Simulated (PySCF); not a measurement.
FH₃MoN₂O, SMILES [NH]=[Mo](=[NH])([OH])[F], multiplicity 1.

Geometry optimised at PBE-D3(BJ)/def2-SVP. The spin state was assumed, not searched. The structure was generated by enumeration; whether it is a known compound was not checked. The def2 effective core potentials stand for the cores of Mo; spin–orbit coupling is left out. The values are those of a single conformer.

Two levels are set side by side: PBE/def2-TZVP (PySCF) and M06-2X/def2-TZVP (PySCF). Same geometry, gas phase. Differences are taken from unrounded values.

```csv
quantity,M06-2X
orbital gap (eV),8.48
highest occupied level (eV),-9.53
lowest empty level (eV),-1.05
dipole moment (D),3.31
mean polarisability (bohr³),56.7
```

Task: What does PBE give, and how far is it from M06-2X? (Estimate from the structure and the level; the computed values follow.)

Result: 
```tsv
quantity	PBE	PBE minus M06-2X
orbital gap (eV)	4.14	-4.34
highest occupied level (eV)	-6.72	2.81
lowest empty level (eV)	-2.58	-1.53
dipole moment (D)	2.88	-0.43
mean polarisability (bohr³)	58.8	2.1
```

PBE's occupied levels lie high since its potential decays too fast outside the molecule; exact exchange lowers them and widens the gap. PBE's more diffuse valence density responds more strongly to a field. Differences between two approximate levels are no errors against the true value.

Rough cost on one machine, each run with all the roots and properties that it gave: M06-2X against PBE about 4 times.
